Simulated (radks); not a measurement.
Values are calculated unless marked as measured or tabulated.
Polarisability of the oxygen ion O3+, [He] 2s2 2p1, at imaginary frequency. Code: a radial shooting solver on a logarithmic mesh with Libxc functionals. Model: non-relativistic Kohn-Sham, LB94 model potential, spin-unpolarised, spherical densities, point nucleus. Response by self-consistent Sternheimer equations with the Hartree and adiabatic LDA kernel.

w (hartree),alpha1(iw) (bohr^3)
0.00266,1.319
0.0143,1.318
0.0360,1.316
0.0697,1.307
0.118,1.287
0.186,1.245
0.280,1.165
0.413,1.033
0.605,0.8515
0.892,0.6439
1.35,0.4454
2.12,0.2748
3.59,0.1396
6.94,0.05101
17.5,0.01080

Static values: alpha1 = 1.319 bohr^3 (0.1954 angstrom^3; uncoupled 2.300). C6 = 1.201, triple-dipole C9 = 1.095 atomic units. One-pole (London) frequency 4 C6 / (3 alpha1^2) = 0.921 hartree, against 2.732 for minus the highest occupied eigenvalue.
